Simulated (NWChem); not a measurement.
C2H7FOSi; SMILES C[Si](C)(O)F

```xyz
12

C     -1.0340     0.0022     1.5931
Si    -0.0197     0.0867     0.0317
C     -1.0394     0.0908    -1.5402
O      0.9292     1.4441     0.1611
F      0.9441    -1.2195    -0.0470
H     -1.7045     0.8658     1.6691
H     -0.3865     0.0018     2.4765
H     -1.6467    -0.9059     1.6213
H     -0.4073     0.1384    -2.4352
H     -1.7200     0.9498    -1.5647
H     -1.6453    -0.8197    -1.6175
H      1.4964     1.6487    -0.5952
```
Atoms are numbered in this order, from 1.

All runs: NWChem. Structure relaxed at the B3LYP/6-31G* (spherical d) level. B3LYP is NWChem's, with the RPA form of VWN correlation. Level: B3LYP/def2-SVP with SMD (1 M gas to 1 M solution), gas-phase geometry. Reactions with the solvent are ignored.

Question: Order these by “cavity-dispersion-structure term (kcal/mol)”, lowest first: cyclohexane; cyclohexanone; benzene; water.

Answer: benzene (-0.8), cyclohexane (-0.3), cyclohexanone (0.4), water (4.2)
